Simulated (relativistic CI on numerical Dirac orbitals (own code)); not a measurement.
## Calculated levels, Dy58+

These numbers are calculated, not measured: Dirac-Coulomb-Breit CI, KLI orbitals optimised for each configuration, model QED (radiative potential, 1s self-energy scaled to tabulated hydrogen-like ionisation energies), unscaled Slater integrals (own radial code, finite nucleus).

CI space (outside the closed core 1s2): 2s²2p⁴, 2s2p⁵, 2p⁶, 2p⁵3s, 2p⁵3p, 2p⁵3d, 2s²2p³3s, 2s²2p³3p, 2s²2p³3d, 2s2p⁴3s, 2s2p⁴3p, 2s2p⁴3d, 2s²2p³4s, 2s²2p³4p, 2s²2p³4d, 2s²2p³4f. Levels of other configurations are missing.

The lowest level is 2s²2p⁴ ³P2, with 69 % of that term; Hund's rules for 2s²2p⁴ give ³P with J = 2, in agreement.

| No. | Configuration | Term | J | E (eV) | % | Landé g | Lifetime (s) | jj configuration (%) |
| --- | --- | --- | --- | --- | --- | --- | --- | --- |
| 1 | 2s²2p⁴ | ³P | 2 | 0.00 | 69 | 1.316 |  | 2p3/2^2 (100) |
| 2 | 2s²2p⁴ | ¹S | 0 | 51.42 | 64 |  | 1.67e-02 | 2p3/2^2 (100) |
| 3 | 2s²2p⁴ | ³P | 1 | 828.25 | 100 | 1.475 | 1.68e-10 | 2p1/2 2p3/2^3 (100) |
| 4 | 2s²2p⁴ | ¹D | 2 | 846.79 | 69 | 1.127 | 3.71e-10 | 2p1/2 2p3/2^3 (100) |
| 5 | 2s2p⁵ | ³P° | 2 | 1172.47 | 100 | 1.471 | 2.70e-13 | 2s 2p3/2^3 (100) |
| 6 | 2s2p⁵ | ¹P° | 1 | 1244.54 | 60 | 1.172 | 1.08e-13 | 2s 2p3/2^3 (100) |
| 7 | 2s²2p⁴ | ³P | 0 | 1694.77 | 64 |  | 5.27e-11 | 2p3/2^4 (99) |
| 8 | 2s2p⁵ | ³P° | 0 | 2010.93 | 100 |  | 1.38e-13 | 2s 2p1/2 2p3/2^4 (100) |
| 9 | 2s2p⁵ | ³P° | 1 | 2046.94 | 60 | 1.266 | 1.22e-13 | 2s 2p1/2 2p3/2^4 (100) |
| 10 | 2p⁶ | ¹S | 0 | 2453.68 | 99 |  | 6.64e-14 | closed (99) |
| 11 | 2s²2p³3s | ³P° | 2 | 6822.99 | 48 | 1.495 | 1.52e-14 | 2p3/2 3s (100) |
| 12 | 2s²2p³3s | ¹P° | 1 | 6831.08 | 32 | 1.155 | 6.44e-15 | 2p3/2 3s (100) |
| 13 | 2s²2p³3p | ³P | 1 | 6925.10 | 32 | 1.482 | 1.30e-12 | 2p3/2 3p1/2 (100) |
| 14 | 2s²2p³3p | ³D | 2 | 6926.83 | 25 | 1.166 | 8.32e-13 | 2p3/2 3p1/2 (100) |
| 15 | 2s²2p³3p | ³D | 3 | 7161.63 | 50 | 1.326 | 9.14e-13 | 2p3/2 3p3/2 (100) |
| 16 | 2s²2p³3p | ³P | 1 | 7161.95 | 35 | 1.344 | 8.64e-13 | 2p3/2 3p3/2 (100) |
| 17 | 2s²2p³3p | ³P | 2 | 7187.14 | 44 | 1.315 | 9.48e-13 | 2p3/2 3p3/2 (100) |
| 18 | 2s²2p³3p | ³P | 0 | 7209.77 | 71 |  | 3.65e-13 | 2p3/2 3p3/2 (100) |
| 19 | 2s²2p³3d | ³D° | 2 | 7266.89 | 33 | 1.031 | 1.38e-14 | 2p3/2 3d3/2 (99) |
| 20 | 2s²2p³3d | ³F° | 3 | 7274.21 | 27 | 1.084 | 1.10e-13 | 2p3/2 3d3/2 (98) |
| 21 | 2s²2p³3d | ³D° | 1 | 7277.21 | 34 | 1.091 | 4.07e-15 | 2p3/2 3d3/2 (100) |
| 22 | 2s²2p³3d | ³P° | 0 | 7279.68 | 63 |  | 1.96e-12 | 2p3/2 3d3/2 (100) |
| 23 | 2s²2p³3d | ³F° | 4 | 7329.43 | 51 | 1.242 | 1.22e-11 | 2p3/2 3d5/2 (100) |
| 24 | 2s²2p³3d | ³D° | 2 | 7339.83 | 34 | 1.231 | 1.56e-15 | 2p3/2 3d5/2 (99) |
| 25 | 2s²2p³3d | ³D° | 3 | 7354.56 | 47 | 1.200 | 7.03e-16 | 2p3/2 3d5/2 (98) |
| 26 | 2s²2p³3d | ³D° | 1 | 7364.77 | 34 | 1.059 | 1.05e-15 | 2p3/2 3d5/2 (99) |
| 27 | 2s²2p³3s | ⁵S° | 2 | 7634.84 | 54 | 1.580 | 2.58e-14 | 2p1/2 2p3/2^2 3s (100) |
| 28 | 2s²2p³3s | ³S° | 1 | 7645.55 | 55 | 1.302 | 5.91e-15 | 2p1/2 2p3/2^2 3s (100) |
| 29 | 2s²2p³3s | ³D° | 3 | 7658.97 | 100 | 1.306 | 2.14e-14 | 2p1/2 2p3/2^2 3s (100) |
| 30 | 2s²2p³3s | ¹D° | 2 | 7666.42 | 67 | 1.028 | 6.58e-15 | 2p1/2 2p3/2^2 3s (100) |
| 31 | 2s²2p³3s | ³P° | 0 | 7702.40 | 100 |  | 1.44e-14 | 2p1/2 2p3/2^2 3s (100) |
| 32 | 2s²2p³3s | ³P° | 1 | 7705.71 | 66 | 1.307 | 1.04e-14 | 2p1/2 2p3/2^2 3s (100) |
| 33 | 2s²2p³3p | ⁵P | 1 | 7734.82 | 46 | 1.640 | 2.41e-12 | 2p1/2 2p3/2^2 3p1/2 (100) |
| 34 | 2s²2p³3p | ³F | 2 | 7742.84 | 34 | 1.202 | 1.44e-12 | 2p1/2 2p3/2^2 3p1/2 (100) |
| 35 | 2s²2p³3p | ³F | 3 | 7759.72 | 44 | 1.088 | 1.04e-12 | 2p1/2 2p3/2^2 3p1/2 (100) |
| 36 | 2s²2p³3p | ³P | 2 | 7792.73 | 51 | 1.306 | 5.00e-13 | 2p1/2 2p3/2^2 3p1/2 (99) |
| 37 | 2s²2p³3p | ³D | 1 | 7801.46 | 73 | 0.642 | 1.11e-12 | 2p1/2 2p3/2^2 3p1/2 (99) |
| 38 | 2s²2p³3p | ³P | 0 | 7842.40 | 64 |  | 5.42e-13 | 2p1/2 2p3/2^2 3p1/2 (99) |
| 39 | 2s2p⁴3s | ⁵P | 3 | 7922.73 | 64 | 1.525 | 4.95e-14 | 2s 2p3/2^2 3s (89) |
| 40 | 2s2p⁴3s | ³P | 2 | 7949.25 | 49 | 1.390 | 8.97e-15 | 2s 2p3/2^2 3s (83) |
| 41 | 2s²2p³3p | ³P | 0 | 7975.02 | 100 |  | 7.52e-13 | 2p1/2 2p3/2^2 3p3/2 (99) |
| 42 | 2s²2p³3p | ⁵P | 3 | 7977.67 | 50 | 1.374 | 3.89e-13 | 2p1/2 2p3/2^2 3p3/2 (93) |
| 43 | 2s²2p³3p | ³P | 2 | 7978.87 | 32 | 1.406 | 4.34e-14 | 2p1/2 2p3/2^2 3p3/2 (82) |
| 44 | 2s²2p³3p | ¹P | 1 | 7988.20 | 50 | 0.962 | 1.39e-13 | 2p1/2 2p3/2^2 3p3/2 (95) |
| 45 | 2s²2p³3p | ³F | 4 | 7996.72 | 100 | 1.227 | 7.19e-13 | 2p1/2 2p3/2^2 3p3/2 (100) |

Energies count from the lowest computed level; ° marks odd parity; lifetimes are radiative, by E1, M1, E2, M2 decay to levels of this space only. Filled j subshells are mostly left out of the jj labels.

The mean weight of the leading LS term, summed over parents, in these 45 levels is 59 %, and that of the leading jj configuration (from the same eigenvectors) 98 %, so jj coupling describes them better and the LS labels are nominal.

At this charge energies of transitions that change n are usually good to better than 1 %, and those within a shell (Δn = 0) to a few per cent.

LS names give the leading component of a level, which can be under half, so a name can repeat, a term be missing and a line seem to break the LS rules.
